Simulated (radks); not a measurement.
Q: Species: Gd I. Configuration: [Xe] 4f7 5d1 6s2 (the NIST ground configuration). Calculated with a radial shooting solver on a logarithmic mesh with Libxc functionals: scalar-relativistic Kohn-Sham, HCTH/407, spin-polarised, spherical densities, point nucleus; open shells are filled with parallel spins first (spin-orbit coupling, left out, can overturn this in heavy ions). Some entries of the table are withheld. Estimate them.

| orbital | occ. | eigenvalue (eV) | <r^2> (bohr^2) |
|---|---|---|---|
| 1s up | 1 | -50090.67 | 0.0006552 |
| 1s down | 1 | -50090.67 | 0.0006552 |
| 2s up | 1 | -8278.641 | 0.01028 |
| 2s down | 1 | -8278.521 | 0.01028 |
| 2p up | 3 | -7370.320 | 0.008279 |
| 2p down | 3 | -7370.233 | 0.008279 |
| 3s up | 1 | -1837.387 | 0.06827 |
| 3s down | 1 | -1834.336 | 0.06811 |
| 3p up | 3 | -1555.839 | 0.06842 |
| 3p down | 3 | -1552.791 | 0.06824 |
| 3d up | 5 | -1183.949 | 0.05744 |
| 3d down | 5 | -1181.599 | 0.05722 |
| 4s up | 1 | -372.8155 | 0.3446 |
| 4s down | 1 | -365.9257 | 0.3445 |
| 4p up | 3 | -279.9043 | 0.3888 |
| 4p down | 3 | -273.0475 | 0.3888 |
| 4d up | 5 | -151.3191 | 0.4669 |
| 4d down | 5 | -144.4502 | 0.4685 |
| 5s up | 1 | -51.6200 | 1.962 |
| 5s down | 1 | -47.6614 | 2.038 |
| 5p up | 3 | -28.7483 | (1) |
| 5p down | 3 | -25.7130 | (2) |
| 4f up | 7 | -11.7498 | 0.9203 |
| 4f down | 0 | -5.4566 | 1.089 |
| 6s up | 1 | (3) | 17.75 |
| 6s down | 1 | (4) | 20.55 |
| 5d up | 1 | -3.1642 | 8.952 |
| 5d down | 0 | -1.8177 | 12.78 |

A: 
(1) 5p up <r^2> (bohr^2): 2.699
(2) 5p down <r^2> (bohr^2): 2.837
(3) 6s up eigenvalue (eV): -4.3992
(4) 6s down eigenvalue (eV): -3.6855
